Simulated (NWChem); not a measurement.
# diethyl sulfide (C₄H₁₀S); SMILES CCSCC

```xyz
15

C     -0.2997     2.5499    -0.0904
C     -0.5980     1.1072     0.2759
S      0.8498     0.0696    -0.0852
C      0.2748    -1.5459     0.5096
C     -0.7682    -2.2195    -0.3643
H      0.5571     2.9364     0.4822
H     -1.1694     3.1903     0.1224
H     -0.0614     2.6468    -1.1607
H     -0.8369     1.0197     1.3493
H     -1.4689     0.7412    -0.2913
H     -0.0822    -1.4311     1.5470
H      1.1902    -2.1564     0.5609
H     -0.3969    -2.3427    -1.3925
H     -1.6999    -1.6352    -0.4117
H     -1.0244    -3.2153     0.0329
```
Atoms are numbered in this order, from 1.

Level: PBE0/def2-SVP (NWChem), optimised geometry, unscaled harmonic frequencies. 

Problem. List the harmonic frequencies with IR intensities, and the thermochemistry.

Solution. 
| frequency (cm⁻¹) | IR intensity (km/mol) |
|---|---|
| 54 | 0.0 |
| 89 | 1.3 |
| 170 | 0.3 |
| 251 | 0.1 |
| 267 | 0.4 |
| 303 | 1.2 |
| 386 | 1.2 |
| 676 | 1.4 |
| 717 | 0.6 |
| 764 | 4.7 |
| 790 | 4.7 |
| 992 | 6.2 |
| 1004 | 4.6 |
| 1028 | 0.8 |
| 1041 | 0.1 |
| 1079 | 0.2 |
| 1102 | 5.2 |
| 1250 | 1.2 |
| 1263 | 6.3 |
| 1281 | 25.2 |
| 1296 | 7.8 |
| 1389 | 5.2 |
| 1392 | 6.4 |
| 1439 | 6.4 |
| 1461 | 10.1 |
| 1461 | 5.2 |
| 1464 | 5.7 |
| 1472 | 4.6 |
| 1476 | 4.4 |
| 3054 | 15.5 |
| 3058 | 36.5 |
| 3060 | 15.1 |
| 3066 | 18.3 |
| 3118 | 7.9 |
| 3128 | 2.3 |
| 3146 | 19.0 |
| 3157 | 12.6 |
| 3160 | 16.2 |
| 3164 | 14.7 |

```json
{
 "zero_point_energy": "83.5 kcal/mol",
 "thermal correction to the enthalpy at 298.15 K (with zero-point energy)": "88.8 kcal/mol",
 "heat capacity Cv": "24.9 cal/(mol K)",
 "entropy at 298.15 K and 1 atm (symmetry number 1)": "84.5 cal/(mol K)",
 "dipole_moment": "1.57 D"
}
```

Rigid rotor and harmonic oscillator; modes under 100 cm⁻¹ make the entropy uncertain.
